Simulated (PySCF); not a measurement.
Species: CBrCl₃.
SMILES with atom numbers: `[Cl:1][C:2]([Cl:3])([Cl:4])[Br:5]`

Level: CAM-B3LYP/def2-SVPD in PySCF, non-relativistic, on one gas-phase PBE0-D3(BJ)/def2-SVP geometry that isn't relaxed in the solvent. The solvent is an IEF-PCM continuum (Bondi radii, 1.10 Å for H, scaled by 1.2), and excitations are vertical TDDFT with non-equilibrium linear response and a frozen core. The model holds no explicit solvent molecules, cavitation or dispersion. Spin–orbit coupling is left out although an atom past zinc is present.

Gas-phase singlets (H = HOMO, L = LUMO):

```
state  E (eV)  λ (nm)      f             leading configurations
   S1   5.245     236  0.002                            H→L 91%
   S2   5.245     236  0.002                          H-1→L 91%
   S3   6.103     203  0.000                          H-2→L 86%
   S4   6.592     188  0.004  H-4→L 40%, H→L+1 26%, H-1→L+1 11%
   S5   6.593     188  0.004  H-5→L 40%, H-1→L+1 26%, H→L+1 11%
```

Task: What are the lowest 5 singlets in cyclohexane (ε = 2.017)?

Result: 
```
state  E (eV)  λ (nm)      f  leading configurations  change by rank (eV)
   S1   5.256     236  0.002                 H→L 91%               +0.011
   S2   5.256     236  0.002               H-1→L 91%               +0.011
   S3   6.125     202  0.000               H-2→L 86%               +0.022
   S4   6.605     188  0.005  H-1→L+1 37%, H-4→L 36%               +0.013
   S5   6.606     188  0.005    H→L+1 37%, H-5→L 36%               +0.013
```

Task: What are the lowest 5 singlets in dichloromethane (ε = 8.93)?

Result: 
| state | E (eV) | λ (nm) | f | leading configurations | change by rank (eV) |
| --- | --- | --- | --- | --- | --- |
| S1 | 5.287 | 234 | 0.002 | H→L 89% | +0.042 |
| S2 | 5.288 | 234 | 0.002 | H-1→L 89% | +0.043 |
| S3 | 6.158 | 201 | 0.000 | H-2→L 86% | +0.055 |
| S4 | 6.633 | 187 | 0.005 | H-1→L+1 36%, H-4→L 34% | +0.041 |
| S5 | 6.634 | 187 | 0.005 | H→L+1 36%, H-5→L 34% | +0.041 |

Task: The ground-state energy changes by -0.052 eV from gas to dichloromethane. By how much does the total energy of gas-phase S3 change?

Result: E(S3) = E(S0) + excitation energy, so it changes by -0.052 + 0.055 = +0.003 eV: it isn't lowered at all, while the ground state is. This is the vertical state, with the slow part of the continuum still set for S0.

Task: How do the frontier levels move from gas to dichloromethane?

Result: 
```json
{"orbital": "LUMO+2", "gas (eV)": "0.70", "solvent (eV)": "0.79", "change (eV)": "+0.09", "Löwdin shares, gas": "Cl4 36 %, C2 30 %, Cl1 24 %, Cl3 6 %", "Löwdin shares, solvent": "Cl1 36 %, C2 30 %, Cl4 23 %, Cl3 7 %"}
{"orbital": "LUMO+1", "gas (eV)": "0.25", "solvent (eV)": "0.34", "change (eV)": "+0.09", "Löwdin shares, gas": "C2 28 %, Br5 18 %, Cl1 18 %, Cl4 18 %", "Löwdin shares, solvent": "C2 29 %, Br5 18 %, Cl1 18 %, Cl4 18 %"}
{"orbital": "LUMO", "gas (eV)": "-0.92", "solvent (eV)": "-0.82", "change (eV)": "+0.10", "Löwdin shares, gas": "Br5 44 %, C2 22 %, Cl4 11 %, Cl3 11 %", "Löwdin shares, solvent": "Br5 44 %, C2 23 %, Cl1 11 %, Cl4 11 %"}
{"orbital": "HOMO", "gas (eV)": "-10.07", "solvent (eV)": "-10.03", "change (eV)": "+0.04", "Löwdin shares, gas": "Br5 65 %, Cl1 21 %, Cl4 6 %, Cl3 6 %", "Löwdin shares, solvent": "Br5 66 %, Cl3 20 %, Cl4 8 %, Cl1 5 %"}
{"orbital": "HOMO-1", "gas (eV)": "-10.07", "solvent (eV)": "-10.03", "change (eV)": "+0.04", "Löwdin shares, gas": "Br5 65 %, Cl3 16 %, Cl4 16 %", "Löwdin shares, solvent": "Br5 66 %, Cl1 17 %, Cl4 14 %"}
{"orbital": "HOMO-2", "gas (eV)": "-10.57", "solvent (eV)": "-10.54", "change (eV)": "+0.03", "Löwdin shares, gas": "Cl4 33 %, Cl1 33 %, Cl3 33 %", "Löwdin shares, solvent": "Cl1 33 %, Cl3 33 %, Cl4 33 %"}
{"orbital": "HOMO-3", "gas (eV)": "-11.14", "solvent (eV)": "-11.09", "change (eV)": "+0.05", "Löwdin shares, gas": "Cl3 23 %, Cl4 23 %, Cl1 23 %, Br5 20 %", "Löwdin shares, solvent": "Cl1 23 %, Cl3 23 %, Cl4 23 %, Br5 21 %"}
```

The HOMO–LUMO gap goes from 9.15 to 9.21 eV. Shares within a degenerate set are those of one arbitrary member.
